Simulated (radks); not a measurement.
Coherent X-ray form factor from a spherical all-electron density. All-electron calculation, Dirac Kohn-Sham, PBEsol, spin-unpolarised, spherical densities, finite nucleus; Fermi nuclear charge, rms radius of each element as measured or else 0.836 A^(1/3) + 0.57 fm. Program: a radial shooting solver on a logarithmic mesh with Libxc functionals.

sin(theta)/lambda (1/angstrom)  f0 (electrons)
0.05                                    30.957
0.1                                     30.829
0.15                                    30.617
0.2                                     30.326
0.25                                    29.960
0.3                                     29.524
0.4                                     28.473
0.5                                     27.231
0.6                                     25.861
0.8                                     22.958
1                                       20.117
1.25                                    16.917
1.5                                     14.181
2                                       10.013

The species is in the configuration that NIST lists as its ground one. Which atom or ion scatters so?

Answer. The neodymium ion Nd29+, [Ar] 3d10 4s2 4p1. Extrapolating in s^2 from the first two rows gives f0(0) = 31.0, near the electron count 31; among species with that count, the fall with angle is slower the higher Z, and the table is that of Z = 60; from so few rows the species is fixed only to a neighbour or two.
